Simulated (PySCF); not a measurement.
Ge(Me)2(OH)(OMe), SMILES [CH3][Ge]([O]C)([OH])[CH3], GFN2-xTB optimised geometry.

```
16

C      0.00    -2.90    -2.28
O     -0.63    -1.84    -1.61
Ge    -0.22    -1.23     0.00
C     -0.84    -2.47     1.44
C     -0.96     0.61     0.00
O      1.56    -1.23     0.00
H     -0.36    -3.87    -1.90
H     -0.26    -2.81    -3.33
H      1.08    -2.86    -2.16
H     -1.90    -2.67     1.32
H     -0.68    -2.04     2.42
H     -0.30    -3.41     1.38
H     -1.98     0.59    -0.35
H     -0.93     1.04     1.00
H     -0.38     1.23    -0.67
H      1.98    -0.94     0.80
```

Density from PBE0/def2-TZVP in PySCF at that geometry.

Minimum of the electron density along straight lines between bonded atoms, close to the bond critical point (lines longer than 1.1 times the sum of covalent radii, or with two minima, are not listed):

```
bond    length / Å  ρ at the minimum / e bohr⁻³  ∇²ρ there / e bohr⁻⁵  position (fraction from the first atom)
------  ----------  ---------------------------  --------------------  ---------------------------------------
C1–O2        1.411                        0.257                 -0.53                                     0.35
O2–Ge3       1.763                        0.147                  0.69                                     0.53
Ge3–C4       2.002                        0.120                  0.05                                     0.47
Ge3–C5       1.983                        0.124                  0.05                                     0.47
Ge3–O6       1.774                        0.144                  0.67                                     0.47
C1–H7        1.093                        0.283                 -0.99                                     0.64
C1–H8        1.091                        0.285                 -1.01                                     0.65
C1–H9        1.091                        0.285                 -1.01                                     0.65
C4–H10       1.084                        0.277                 -0.94                                     0.64
C4–H11       1.085                        0.276                 -0.93                                     0.64
C4–H12       1.086                        0.276                 -0.93                                     0.64
C5–H13       1.084                        0.278                 -0.94                                     0.64
C5–H14       1.086                        0.276                 -0.93                                     0.64
C5–H15       1.085                        0.277                 -0.94                                     0.64
O6–H16       0.953                        0.365                     …                                     0.81
```

Problem. Complete the blanks.

Solution. 
- O6–H16, ∇²ρ there / e bohr⁻⁵: -2.48
